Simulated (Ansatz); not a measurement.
A nudged elastic band was laid between two geometries of FH₃S₂Si (7 atoms, charge 0, multiplicity 1).

Computed with Ansatz 0.2.0, RKS PBE0-D4/def2-SVP.

```yaml
movable_images: 5
climbing_image: yes
spring: 5.0 eV/Å²
optimiser: quadratic models (default)
start_path: IDPP
force_threshold: 0.05 eV/Å
iteration_limit: 60
end_points: relaxed
```

First end point:

```xyz
7
Properties=species:S:1:pos:R:3
F -1.075 1.540 -1.585
Si -0.141 0.788 -0.491
S -1.301 -0.806 0.365
S 0.326 -1.310 1.591
H 1.041 0.224 -1.193
H 0.240 1.766 0.559
H 0.909 -2.202 0.753
```

Last end point:

```xyz
7
Properties=species:S:1:pos:R:3
F -1.078 1.549 -1.572
Si -0.069 0.644 -0.680
S -1.198 -1.014 0.091
S 0.531 -1.724 1.045
H 1.026 0.158 -1.557
H 0.433 1.475 0.445
H 0.355 -1.088 2.229
```

What changes between the two ends?

No bond is made or broken. The dihedral Si2–S3–S4–H7 goes from -91 to 91°. The two ends are copies of one structure, up to a mirror image or an exchange of like atoms.

What energy profile does the band end with?

The run converged. The highest image is number 3 of 0 to 6, 0.36 eV above the ends, which have the same energy within 2 meV. A vibrational analysis at the climbing image gives one clearly imaginary mode, 373i cm⁻¹: a first-order saddle point.

```tsv
image	path coordinate (Å)	energy (eV)	dihedral Si2–S3–S4–H7 (°)
0	0.00	0.00	-91
1	0.54	0.06	-70
2	1.08	0.23	-39
3	1.62	0.36	0
4	2.16	0.22	39
5	2.70	0.06	71
6	3.25	0.00	91
```

What is the geometry of the highest image?


```xyz
7
Properties=species:S:1:pos:R:3
F -1.019 1.613 -1.478
Si -0.110 0.640 -0.560
S -1.464 -0.675 0.441
S 0.009 -1.773 1.523
H 0.821 -0.131 -1.428
H 0.649 1.456 0.426
H 1.115 -1.130 1.075
```

What are the harmonic wavenumbers there?

373i, 51, 122, 230, 483, 551, 616, 685, 870, 906, 929, 981, 2258, 2264, 2664 cm⁻¹.

Run time: 3.8 min on 1 thread of Intel(R) Xeon(R) Processor @ 2.50GHz (Skylake/Cascade Lake), with other jobs on the host, peak memory 0.18 GiB.
